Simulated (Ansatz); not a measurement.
silicon atom (Si), triplet; Ansatz (a quantum-chemistry and plane-wave program) with CCSD(T)/cc-pVDZ.

Ansatz was given this input:
Ansatz 0.2 input:
```yaml
crystal:
  periodic: [false, false, false]
  atoms:
    - {symbol: Si, position_ang: [0.00000000, 0.00000000, 0.00000000]}
basis:
  gaussian:
    orbitals: cc-pVDZ
magnetization: {spin_polarized: true, initial_magnetization: 2}
correlation: {method: ccsd_t}
```

Output, abridged:

```
Functional definition: HF
100 factors; integrals over basis functions are off by at most 2.0e-4 eV
mean field evaluation 1: about -7859.8125 eV, gradient 3.7e0 eV
mean field evaluation 2: about -7859.8169 eV, gradient 3.7e0 eV
mean field evaluation 4: about -7860.0109 eV, gradient 1.3e-1 eV
mean field evaluation 8: about -7860.0110 eV, gradient 7.6e-7 eV
mean field evaluation 16: about -7860.0110 eV, gradient 5.0e-2 eV
mean field evaluation 32: about -7860.0110 eV, gradient 2.6e-6 eV
mean field evaluation 64: about -7860.0110 eV, gradient 2.5e-3 eV
mean field -7860.01099710 eV, -288.8500764368 hartree, gradient 1.1e-6 eV, S^2 2.010950; 4 other end points of the search recorded, 0 dependent functions left out
5 core orbitals not correlated
reference -7860.01099710 eV, -288.8500764368 hartree; 3, 1 occupied and 10, 12 virtual orbitals, 100 factors
second order -1.22276192 eV of doubles, -0.00000000 eV of singles
cycle   1  -1.57510482 eV  change   -3.5e-1 eV  update   5.6e-2
cycle   2  -1.73205901 eV  change   -1.6e-1 eV  update   2.1e-2
cycle   3  -1.73945188 eV  change   -7.4e-3 eV  update   5.2e-3
cycle   4  -1.74282018 eV  change   -3.4e-3 eV  update   9.6e-4
cycle   5  -1.74153429 eV  change    1.3e-3 eV  update   1.7e-4
cycle   6  -1.74199611 eV  change   -4.6e-4 eV  update   4.7e-5
cycle   7  -1.74189677 eV  change    9.9e-5 eV  update   1.1e-5
cycle   8  -1.74191123 eV  change   -1.4e-5 eV  update   1.7e-6
cycle   9  -1.74190957 eV  change    1.7e-6 eV  update   2.6e-7
perturbative correction -0.02714180 eV, -0.0009974426 hartree
Total energy: -7861.78004847 eV, -288.9150878755 hartree
```
